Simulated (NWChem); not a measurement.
The numbers come from NWChem runs, not from measurements. System: AuCl, charge 0, spin multiplicity 1, at a geometry optimised with PBE0/def2-SVP with def2 effective core potentials on Au. The structure started from a generated list of species. Level: MP2/def2-QZVP with def2 effective core potentials on Au, 9 core orbitals frozen.

Output (cleaned and shortened):

```
             Northwest Computational Chemistry Package (NWChem) 7.3.0
             --------------------------------------------------------

                                NWChem Input Module
                                -------------------

 Scaling coordinates for geometry "geometry" by  1.889725989
 (inverse scale =  0.529177249)

 Turning off AUTOSYM since
 SYMMETRY directive was detected!

                             Geometry "geometry" -> ""
                             -------------------------

 Output coordinates in angstroms (scale by  1.889725989 to convert to a.u.)

  No.       Tag          Charge          X              Y              Z
 ---- ---------------- ---------- -------------- -------------- --------------
    1 Au                  79.0000     0.00000000     0.00000000    -0.39896400
    2 Cl                  17.0000     0.00000000     0.00000000     1.85400900

 Effective nuclear repulsion energy (a.u.)     315.4432145466

            Nuclear Dipole moment (a.u.)
            ----------------------------
        X                 Y               Z
 ---------------- ---------------- ----------------
     0.0000000000     0.0000000000    -0.0000056692

      Symmetry information
      --------------------

 Group name             C2v
 Group number             16
 Group order               4
 No. of unique centers     2

      Symmetry unique atoms

     1    2


 Summary of "ao basis" -> "" (spherical)
 ------------------------------------------------------------------------------
       Tag                 Description            Shells   Functions and Types
 ---------------- ------------------------------  ------  ---------------------
 *                         def2-qzvp                  on all atoms

 Summary of "ao basis" -> "ao basis" (spherical)
 ------------------------------------------------------------------------------
       Tag                 Description            Shells   Functions and Types
 ---------------- ------------------------------  ------  ---------------------
 Au                        def2-qzvp                20       72   7s5p4d3f1g
 Cl                        def2-qzvp                22       70   9s6p4d2f1g

                                 NWChem SCF Module
                                 -----------------

  ao basis        = "ao basis"
  functions       =   142
  atoms           =     2
  closed shells   =    18
  open shells     =     0
  charge          =   0.00
  wavefunction    = RHF
  use symmetry    = T
  symmetry adapt  = T

 Summary of "ao basis" -> "ao basis" (spherical)
 ------------------------------------------------------------------------------
       Tag                 Description            Shells   Functions and Types
 ---------------- ------------------------------  ------  ---------------------
 Au                        def2-qzvp                20       72   7s5p4d3f1g
 Cl                        def2-qzvp                22       70   9s6p4d2f1g

      Symmetry analysis of basis
      --------------------------

        a1         59
        a2         17
        b1         33
        b2         33

 Forming initial guess at       0.3s

      Superposition of Atomic Density Guess
      -------------------------------------

 Sum of atomic energies:        -611.97432627

      Non-variational initial energy
      ------------------------------

 Total energy =    -594.137824
 1-e energy   =   -1023.524476
 2-e energy   =     353.520562
 HOMO         =      -0.407614
 LUMO         =      -0.185582

      Symmetry analysis of molecular orbitals - initial
      -------------------------------------------------

 !! scf_movecs_sym_adapt:   96 vectors were symmetry contaminated

  Symmetry fudging

 !! scf_movecs_sym_adapt:   96 vectors were symmetry contaminated

  Numbering of irreducible representations:

     1 a1          2 a2          3 b1          4 b2

  Orbital symmetries:

     1 a1          2 a1          3 a1          4 b2          5 b1
     6 a1          7 a1          8 b2          9 b1         10 a1
    11 a1         12 b1         13 b2         14 a2         15 a1
    16 a1         17 b1         18 b2         19 a1         20 b2
    21 b1         22 a1         23 a1         24 b2         25 b1
[...]
              MO Center=  1.9D-13,  9.4D-15,  6.7D-01, r^2= 2.6D+00
   Bfn.  Coefficient  Atom+Function         Bfn.  Coefficient  Atom+Function
  ----- ------------  ---------------      ----- ------------  ---------------
    96      0.317050  2 Cl pz                 3      0.262988  1 Au s
    30      0.253073  1 Au d  0              93      0.251800  2 Cl pz
     5     -0.226033  1 Au s                  6     -0.196122  1 Au s
    35      0.188735  1 Au d  0               2     -0.177960  1 Au s
    84     -0.173830  2 Cl pz                 4      0.166075  1 Au s

 Vector   17  Occ=2.000000D+00  E=-3.999531D-01  Symmetry=b1
              MO Center= -1.3D-12,  2.1D-26,  1.5D+00, r^2= 2.0D+00
   Bfn.  Coefficient  Atom+Function         Bfn.  Coefficient  Atom+Function
  ----- ------------  ---------------      ----- ------------  ---------------
    94      0.407802  2 Cl px                91      0.365641  2 Cl px
    82     -0.243792  2 Cl px                97      0.200020  2 Cl px
    31      0.193573  1 Au d  1

 Vector   18  Occ=2.000000D+00  E=-3.999531D-01  Symmetry=b2
              MO Center=  4.2D-28, -3.1D-14,  1.5D+00, r^2= 2.0D+00
   Bfn.  Coefficient  Atom+Function         Bfn.  Coefficient  Atom+Function
  ----- ------------  ---------------      ----- ------------  ---------------
    95      0.407802  2 Cl py                92      0.365641  2 Cl py
    83     -0.243792  2 Cl py                98      0.200020  2 Cl py
    29     -0.193573  1 Au d -1

 Vector   19  Occ=0.000000D+00  E=-2.702738D-02  Symmetry=a1
              MO Center=  2.1D-13, -2.7D-15, -1.3D+00, r^2= 5.1D+00
   Bfn.  Coefficient  Atom+Function         Bfn.  Coefficient  Atom+Function
  ----- ------------  ---------------      ----- ------------  ---------------
     7      0.783993  1 Au s                 22     -0.291373  1 Au pz
    99      0.244857  2 Cl pz                 3     -0.221216  1 Au s
    81     -0.207553  2 Cl s                  5      0.190574  1 Au s
     4     -0.178836  1 Au s                  2      0.156846  1 Au s

 Vector   20  Occ=0.000000D+00  E= 4.434864D-02  Symmetry=b1
              MO Center=  2.2D-13, -1.2D-27, -6.3D-01, r^2= 1.4D+01
   Bfn.  Coefficient  Atom+Function         Bfn.  Coefficient  Atom+Function
  ----- ------------  ---------------      ----- ------------  ---------------
    20      1.045797  1 Au px                97     -0.248531  2 Cl px

 Vector   21  Occ=0.000000D+00  E= 4.434864D-02  Symmetry=b2
              MO Center= -8.2D-29,  6.0D-15, -6.3D-01, r^2= 1.4D+01
   Bfn.  Coefficient  Atom+Function         Bfn.  Coefficient  Atom+Function
  ----- ------------  ---------------      ----- ------------  ---------------
    21      1.045797  1 Au py                98     -0.248531  2 Cl py

 center of mass
 --------------
 x =   0.00000000 y =   0.00000000 z =  -0.11203018

 moments of inertia (a.u.)
 ------------------
         538.290172519765           0.000000000000           0.000000000000
           0.000000000000         538.290172519765           0.000000000000
           0.000000000000           0.000000000000           0.000000000000

  Mulliken analysis of the total density
  --------------------------------------

    Atom       Charge   Shell Charges
 -----------   ------   -------------------------------------------------------
    1 Au  19    18.40   0.02 -0.46  1.51  0.91  0.24  0.19  0.05  2.61  2.86  0.57  0.07  0.01  2.18  4.27  2.86  0.52  0.00  0.00  0.01  0.00
    2 Cl  17    17.60   1.64  0.01  0.28  0.31  1.08  0.61  0.42  1.12  0.51  5.83 -0.00  0.66  1.90  2.35  0.83  0.00  0.00  0.01  0.02  0.01  0.00  0.00

       Multipole analysis of the density wrt the origin
       ------------------------------------------------

     L   x y z        total         open         nuclear
     -   - - -        -----         ----         -------
     0   0 0 0      0.000000      0.000000     36.000000

     1   1 0 0      0.000000      0.000000      0.000000
     1   0 1 0      0.000000      0.000000      0.000000
     1   0 0 1     -2.139414      0.000000     45.235953

     2   2 0 0    -26.074230      0.000000      0.000000
     2   1 1 0      0.000000      0.000000      0.000000
     2   1 0 1     -0.000000      0.000000      0.000000
     2   0 2 0    -26.074230      0.000000      0.000000
     2   0 1 1      0.000000      0.000000      0.000000
     2   0 0 2    -28.104409      0.000000    219.474800

                   NWChem MP2 Semi-direct Energy/Gradient Module
                   ---------------------------------------------

  Basis functions       =    142
  Molecular orbitals    =    142
  Frozen core           =      9
  Frozen virtuals       =      0
  Active alpha occupied =      9
  Active beta occupied  =      9
  Active alpha virtual  =    124
  Active beta virtual   =    124
  Use MO symmetry       = T
  Use skeleton AO sym   = T

  AO/Fock/Back tols     =   1.0D-09  1.0D-09  1.0D-09

 GA uses MA = F    GA memory limited = T

 Available:
  local mem=  1.26D+08
 global mem=  1.44D+08
 local disk=  0.00D+00
  mp2_memr nvloc                   124
  nvloc new                   124
   1 passes of   9:        7340032                     133338                  38213780.
   1 passes of   9: M    126123217           G      144138872           F     118783185.

 Semi-direct pass number   1 of   1  for RHF alpha+beta  at       11.0s
  vrange nnbf                 10062
  mp2_eaftype                   145  avail_ma_in_mb                  1099
 EAF : mp2_eaftype filesize         145   19106890.
  mp2_eaf for mointskh                    145
Node 0 wrote     89.8 Mb in      0.0 s     Agg I/O rate:  2911.1 Mb/s
 Done moints_semi at       25.0s
  mp2_eaftype                   145  avail_ma_in_mb                   954
 EAF : mp2_eaftype filesize         145   19106890.
  mp2_eaf for kh                   145
 Done maket at       25.5s
 Done multipass loop at       25.5s

          -------------------------------------------
          SCF energy                -594.341216087897
          Correlation energy          -0.606474499744
          Singlet pairs               -0.322010997997
          Triplet pairs               -0.284463501747
          Total MP2 energy          -594.947690587640
          -------------------------------------------

          ---------------------------------------------------
                    Spin Component Scaled (SCS) MP2
          Same spin pairs                     -0.189642334498
          Same spin scaling factor             0.333333333333
          Opposite spin pairs                 -0.416832165246
          Opposite spin scaling fact.          1.200000000000
          SCS-MP2 correlation energy          -0.563412709794
          Total SCS-MP2 energy              -594.904628797691
          ---------------------------------------------------

 -----------------------
 Performance information
 -----------------------

 Timer overhead =  2.43D-07 seconds/call

               Nr. of calls         CPU time (s)                 Wall time (s)                GFlops
             ---------------    -------------------     ------------------------------   -------------------
Name         Min   Avg   Max    Min     Avg     Max     Min     Avg     Max   Mx/calls   Min     Max     Sum
mp2: moin     1     1     1    14.     14.     14.      14.     14.     14.     14.      0.0     0.0     0.0
mp2: make     1     1     1   0.48    0.48    0.48     0.48    0.48    0.48    0.48      0.0     0.0     0.0
mp2: tota     1     1     1    15.     15.     15.      15.     15.     15.     15.      0.0     0.0     0.0

 The average no. of pstat calls per process was 3.00D+00
 with a timing overhead of 7.28D-07s

 Task  times  cpu:       25.5s     wall:       25.5s

 Total times  cpu:       25.5s     wall:       25.5s
```

**Question.** Write an NWChem input that would produce this output.

**Answer.** Several could match; the one computed here: 
```
start mol
memory heap 200 mb stack 900 mb global 1100 mb
geometry units angstroms nocenter noautoz
  Au     0.000000     0.000000    -0.398964
  Cl     0.000000     0.000000     1.854009
  symmetry group C2v
end
basis spherical
  * library def2-qzvp
end
ecp
  Au library def2-ecp
end
scf
  rhf
  nopen 0
  maxiter 100
  thresh 1e-7
  semidirect memsize 60000000 filesize 0
end
mp2
  freeze core 9
end
task mp2 energy
```
